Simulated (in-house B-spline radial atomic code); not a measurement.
How numerical settings move a run on Tb³⁺, [Xe] 4f8. Computed with a B-spline radial code for spherical atoms: Dirac-Kohn-Sham BLYP, spherical fractional occupations, Fermi nucleus of rms radius 5.06 fm.

Command:
```bash
python run_scf.py task.json out
```
Settings of the sound reference run:
```
Z                65
electrons        62
configuration    [Xe] 4f8
hamiltonian      dirac
method           b88,lyp
spin_polarised   False
nucleus          fermi
rms_radius       5.06
mass_number      159
atomic_mass      158.9254
speed_of_light   137.036
knot_spacing     0.22
spline_order     8
gauss_points     12
box_radius       16.22
max_iterations   70
damping          0.5
damped_steps     3
diis_vectors     10
tolerance        1e-08
start            Thomas-Fermi
```

Run time, properties included: 2.2 s on 1 thread of Arm Neoverse N1, with other jobs on the host.

It converges in 10 iterations to -11717.203715 hartree, with 4f7/2 at -33.6297 eV. The other runs change the listed settings, some to values that make no sense; their results aren't properties of the atom or ion. Radii are in bohr (the nuclear one in fm), a minus after a letter asks for a j subshell, and «unchanged» means within 1e-8 hartree. The run stops when the residual is below 10 × tolerance × max(1, Z/10), or a noise floor if that is larger, and the energy moves by less than 1e-8 × √|E| hartree; so very loose and very tight tolerances often act alike.

```tsv
changed settings	outcome
electrons = 63, configuration = [Xe] 4f8 6s-1, max_iterations = 60	stopped with error: j subshells need the Dirac Hamiltonian and l > 0
knot_spacing = 0.3, box_radius = 0.97, max_iterations = 75, damping = 0.95	converged in 9 iterations, energy +2.44e+02 hartree from the reference, 4f7/2 level +3.5e+02 eV (the program warns: 4f7/2 has a positive eigenvalue: unbound, held by the box; 4p3/2 has a positive eigenvalue: unbound, held by the box)
box_radius = 1.62	converged in 9 iterations, energy +2.24e+01 hartree from the reference, 4f7/2 level +7.1e+01 eV (the program warns: 4f7/2 has a positive eigenvalue: unbound, held by the box; 5s1/2 has a positive eigenvalue: unbound, held by the box)
box_radius = 3.24	converged in 9 iterations, energy +1.97e-01 hartree from the reference, 4f7/2 level +2.7e+00 eV (the program warns: 4f7/2 reaches the box edge; 4d3/2 reaches the box edge)
method = revtpss,revtpss	stopped with error: meta-GGAs are not served with the Dirac Hamiltonian
first_knot = 0.00154	converged in 10 iterations, energy -3.15e-01 hartree from the reference, 4f7/2 level +3.8e-04 eV
box_radius = 4.87	converged in 10 iterations, energy +1.57e-03 hartree from the reference, 4f7/2 level +5.8e-02 eV (the program warns: 4f7/2 reaches the box edge; 5s1/2 reaches the box edge)
knot_spacing = 0.75, max_iterations = 60, damping = 0.2, start = bare nucleus	converged in 12 iterations, energy +2.15e+01 hartree from the reference, 4f7/2 level +4.7e-02 eV (the program warns: 3s1/2 reaches the box edge; 3p1/2 reaches the box edge)
first_knot = 0.0462	converged in 10 iterations, energy +4.74e+01 hartree from the reference, 4f7/2 level -5.7e-01 eV
first_knot = 1.54e-06	converged in 10 iterations, energy -1.70e-06 hartree from the reference, 4f7/2 level -1.1e-05 eV
box_radius = 32.44	converged in 10 iterations, energy unchanged, 4f7/2 level +4.7e-07 eV
box_radius = 2.43	converged in 9 iterations, energy +2.03e+00 hartree from the reference, 4f7/2 level +1.4e+01 eV (the program warns: 4f7/2 reaches the box edge; 4s1/2 reaches the box edge)
first_knot = 1.54e-05	converged in 10 iterations, energy -3.52e-07 hartree from the reference
damped_steps = 1	converged in 10 iterations, energy unchanged, 4f7/2 level +2.5e-05 eV
damped_steps = 0	converged in 9 iterations, energy unchanged, 4f7/2 level +5.3e-05 eV
electrons = 63, configuration = [Kr] 4d10 4f8 5s2 5p7, max_iterations = 75	stopped with error: shell 5p holds at most 6 electrons
damped_steps = 8	converged in 14 iterations, energy unchanged, 4f7/2 level -2.6e-06 eV
spline_order = 3, max_iterations = 60, damped_steps = 8	converged in 14 iterations, energy +4.11e-01 hartree from the reference, 4f7/2 level -7.5e-02 eV
```

Question: What happens with first_knot = 0.000154?

Answer: Converged in 10 iterations, energy -3.25e-06 hartree from the reference, 4f7/2 level -1.1e-05 eV.

Question: What happens with first_knot = 0.00462?

Answer: Converged in 10 iterations, energy -4.86e-01 hartree from the reference, 4f7/2 level -1.5e-03 eV.

Question: What happens with first_knot = 0.0154?

Answer: Converged in 10 iterations, energy +4.06e+00 hartree from the reference, 4f7/2 level -4.1e-02 eV.

Question: What happens with box_radius = 0.97?

Answer: Converged in 8 iterations, energy +2.46e+02 hartree from the reference, 4f7/2 level +3.5e+02 eV (the program warns: 4f7/2 has a positive eigenvalue: unbound, held by the box; 4p3/2 has a positive eigenvalue: unbound, held by the box).
